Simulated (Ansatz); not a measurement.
Input file for CH$_{3}$BrOSn (`C[O][Sn][Br]`):

```yaml
crystal:
  periodic: [false, false, false]
  atoms:
    - {symbol: C, position_ang: [-0.541409, 0.467991, 0.538185]}
    - {symbol: O, position_ang: [0.641507, 0.841948, -0.120220]}
    - {symbol: Sn, position_ang: [1.866446, -0.129282, -1.298474]}
    - {symbol: Br, position_ang: [0.693006, -2.388154, -1.337714]}
    - {symbol: H, position_ang: [-1.362831, 1.114155, 0.210741]}
    - {symbol: H, position_ang: [-0.819115, -0.573486, 0.343551]}
    - {symbol: H, position_ang: [-0.416404, 0.598729, 1.618331]}
basis:
  gaussian: {orbitals: def2-SVP}
correlation: {method: ccsd_t}
```

```sh
$ ansatz run in.yaml --threads 4 --pin off --events-out ev --progress --plain
```

Log, shortened:

```
Functional definition: HF
1075 factors; integrals over basis functions are off by at most 1.4e-3 eV
mean field evaluation 1: about -78907.5724 eV, gradient 3.4e1 eV
mean field evaluation 2: about -78907.6553 eV, gradient 3.4e1 eV
mean field evaluation 4: about -78910.4267 eV, gradient 3.1e0 eV
mean field evaluation 8: about -78910.4731 eV, gradient 1.0e-1 eV
mean field -78910.47319674 eV, -2899.9064025405 hartree, gradient 1.9e-6 eV, S^2 0.000000; 0 other end points of the search recorded, 0 dependent functions left out
15 core orbitals not correlated: weight in the atoms' cores, before any rotation towards them, 1.000 or more for the frozen orbitals, at most 0.000 for the correlated occupied ones
reference -78910.47319674 eV, -2899.9064025405 hartree; 22, 22 occupied and 64, 64 virtual orbitals, 1075 factors
second order -17.64504426 eV of doubles, -0.00000000 eV of singles
cycle   1  -17.79209399 eV  change   -1.5e-1 eV  update   1.2e-1
cycle   2  -18.24293128 eV  change   -4.5e-1 eV  update   4.1e-2
cycle   3  -18.39502237 eV  change   -1.5e-1 eV  update   2.8e-2
cycle   4  -18.38625482 eV  change    8.8e-3 eV  update   9.4e-3
cycle   5  -18.37973900 eV  change    6.5e-3 eV  update   5.1e-3
cycle   6  -18.38240558 eV  change   -2.7e-3 eV  update   2.0e-3
cycle   7  -18.38173877 eV  change    6.7e-4 eV  update   7.2e-4
cycle   8  -18.38168351 eV  change    5.5e-5 eV  update   2.1e-4
cycle   9  -18.38180745 eV  change   -1.2e-4 eV  update   9.5e-5
cycle  10  -18.38178588 eV  change    2.2e-5 eV  update   3.3e-5
perturbative correction -0.50935866 eV, -0.0187185856 hartree
Total energy: -78929.36434129 eV, -2900.6006392976 hartree
```

It took 6 s on 4 threads of a server CPU on a shared host, with 0.48 GiB of host memory at the peak.

Correlation energy per correlated electron: -0.429 eV. T1 diagnostic: 0.0142.
